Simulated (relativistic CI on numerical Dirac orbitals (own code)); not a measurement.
Co2+ in a cubic cluster: 2p photoemission with charge transfer

Computed with a charge-transfer multiplet model of a cubic metal-ligand cluster with up to 3 ligand holes, Slater and spin-orbit integrals from Dirac-Coulomb-Breit ions, Slater integrals scaled by 0.8. The ground state mixes d7 with configurations of k ligand holes L, whose averages lie at kΔ + k(k − 1)U_dd/2; a core hole lowers each added d electron by U_cd. 300 K, Lorentzian 0.6 eV and Gaussian 0.8 eV FWHM.

Atomic integrals in eV (Slater integrals scaled, ζ unscaled), ground: F2dd 9.233, F4dd 5.731, zeta_d 0.063; with the core hole: F2dd 10.695, F4dd 6.685, zeta_d 0.093, zeta_core 9.664, F2cd 6.345, G1cd 4.816, G3cd 2.738.

Cluster parameters (eV): Δ = 4, U_dd = 6.5, 10Dq = 0.7, 10Dq(ligand) = 1.3, V(eg) = 2.65, V(t2g) = -1.28, final-state hopping factor = 0.9.

| Case | n_d | d7 | d8L | d9L2 | d10L3 | S |
| --- | --- | --- | --- | --- | --- | --- |
| U_cd = 5.8 eV | 7.29 | 0.72 | 0.26 | 0.01 | 0.00 | 1.48 |
| U_cd = 6.4 eV | 7.29 | 0.72 | 0.26 | 0.01 | 0.00 | 1.48 |
| U_cd = 7.6 eV | 7.29 | 0.72 | 0.26 | 0.01 | 0.00 | 1.48 |
| U_cd = 8.2 eV | 7.29 | 0.72 | 0.26 | 0.01 | 0.00 | 1.48 |
| U_cd = 9.4 eV | 7.29 | 0.72 | 0.26 | 0.01 | 0.00 | 1.48 |

Weights, n_d and S are thermal averages at 300 K. Binding energies count from the first peak over 30 % of the highest in each spectrum, which can be another peak from case to case. The parameters are a model scan and need not match a compound or its usual spin state. Peaks in eV (height, largest 100):
- U_cd = 5.8 eV: 0.0 (100), 6.9 (21), 16.3 (65), 22.8 (13)
- U_cd = 6.4 eV: 0.0 (100), 6.8 (26), 16.2 (65), 22.8 (17)
- U_cd = 7.6 eV: 0.0 (100), 6.7 (39), 10.4 (15), 16.1 (63), 22.8 (26)
- U_cd = 8.2 eV: 0.0 (100), 6.7 (47), 10.0 (19), 15.9 (63), 22.7 (30), 26.7 (6)
- U_cd = 9.4 eV: 0.0 (100), 6.7 (59), 9.7 (29), 15.8 (63), 22.6 (33), 27.0 (14)

For the case U_cd = 7.6 eV, Δ = 4 eV is smaller than U_dd = 6.5 eV, the charge-transfer side of the Zaanen-Sawatzky-Allen scheme. With the core hole the configuration with one ligand hole lies at Δ − U_cd = -1.8, -2.4, -3.6, -4.2, -5.4 eV from the one without, in the order of the table; where this is negative the screened configuration lies lower, though the effective hopping of about 3.3 eV (from the holes of the mixed ground state) mixes the two strongly wherever it is as large as the gap.
